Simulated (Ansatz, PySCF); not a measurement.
Species: AlI, net charge 0, singlet state. 
Coordinates optimised at B3LYP-D3(BJ)/def2-TZVP (Ansatz, a program for electronic structure):
```xyz
2

Al     0.0000     0.0000    -2.0675
I      0.0000     0.0000     0.5071
```
Charge 0, spin multiplicity 1.

Wanted: atomisation energy (electronic, to ground-state atoms), in kcal/mol. Correlated levels leave the core frozen unless marked. UHF or UKS for open shells. No spin-orbit coupling. The frozen core is the preceding noble-gas configuration, with the filled d and f shells of earlier blocks. In def2 rows, elements after Kr have scalar-relativistic effective core potentials. STO-3G rows are all-electron and non-relativistic. The coupled-cluster limit lacks core correlation, which all-electron functionals hold. Basis-set limits of correlation are two-point, X^-3; Hartree-Fock from the larger set.

```json
[
 {"level": "BLYP/def2-TZVPD", "program": "Ansatz", "atomisation energy (kcal/mol)": "88.0", "minus last row": "-4.2"},
 {"level": "BP86/def2-TZVPD", "program": "PySCF", "atomisation energy (kcal/mol)": "91.8", "minus last row": "-0.4"},
 {"level": "M06-L/def2-TZVPD", "program": "PySCF", "atomisation energy (kcal/mol)": "91.5", "minus last row": "-0.7"},
 {"level": "B3LYP-D4/def2-TZVPD", "program": "Ansatz + dftd4", "atomisation energy (kcal/mol)": "90.5", "minus last row": "-1.7"},
 {"level": "PBE0/STO-3G", "program": "Ansatz", "atomisation energy (kcal/mol)": "155.1", "minus last row": "62.9"},
 {"level": "r2SCAN0-D4/def2-TZVPD", "program": "Ansatz + dftd4", "atomisation energy (kcal/mol)": "89.7", "minus last row": "-2.5"},
 {"level": "LC-wPBE-D4/def2-TZVPD", "program": "Ansatz + dftd4", "atomisation energy (kcal/mol)": "87.4", "minus last row": "-4.8"},
 {"level": "B2PLYP-D3(BJ)/def2-TZVPD", "program": "Ansatz + dftd3", "atomisation energy (kcal/mol)": "90.8", "minus last row": "-1.4"},
 {"level": "RI-MP2/def2-TZVPP", "program": "Ansatz", "atomisation energy (kcal/mol)": "90.5", "minus last row": "-1.7"},
 {"level": "RI-MP2/def2-QZVPP", "program": "Ansatz", "atomisation energy (kcal/mol)": "93.0", "minus last row": "0.8"},
 {"level": "SCS-MP2/def2-SVPD", "program": "Ansatz", "atomisation energy (kcal/mol)": "84.9", "minus last row": "-7.3"},
 {"level": "SCS-MP2/def2-QZVPPD", "program": "Ansatz", "atomisation energy (kcal/mol)": "90.5", "minus last row": "-1.7"},
 {"level": "CCSD/def2-TZVPPD", "program": "Ansatz", "atomisation energy (kcal/mol)": "85.1", "minus last row": "-7.1"},
 {"level": "CCSD/def2-QZVPPD", "program": "Ansatz", "atomisation energy (kcal/mol)": "87.3", "minus last row": "-4.9"},
 {"level": "CCSD(T)/CBS(def2-TZVPPD,def2-QZVPPD)", "program": "Ansatz", "atomisation energy (kcal/mol)": "92.2", "minus last row": "0.0"}
]
```
